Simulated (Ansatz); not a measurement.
```yaml
atoms:
  - { symbol: B, position_ang: [0.0000, 0.0000, 0.7950] }
  - { symbol: B, position_ang: [0.0000, 0.0000, -0.7950] }
```

Basis set: cc-pVDZ (spherical functions). Left uncorrelated: 2 orbitals. Correlation on ROHF uses semicanonical orbitals with singles. Charge 0, multiplicity 3.

Computed with Ansatz (development build ahead of 0.2.0); the reference of a correlated method needn't be the lowest determinant of its kind.

The atomization energy at this shape (free ground-state atoms in the same class of orbitals less the molecule, no zero-point energy) of triplet B2:

```csv
method,atomization energy
ROHF-CCSD(T),241.1 kJ/mol
ROHF-CCSD,208.4 kJ/mol
UHF-CCSD,211.2 kJ/mol
```

What does UHF-CCSD(T) give?

228.2 kJ/mol. Caution: the reference determinant was not shown to be the lowest. Caution for ROHF-CCSD(T), ROHF-CCSD: an unrestricted determinant lies well below; large share of triples, a single reference is doubtful; other determinants can give a lower correlated total. Caution for UHF-CCSD(T): another reference gives a lower total. Caution for UHF-CCSD(T), UHF-CCSD: the unrestricted determinant is a mixture of spin states.
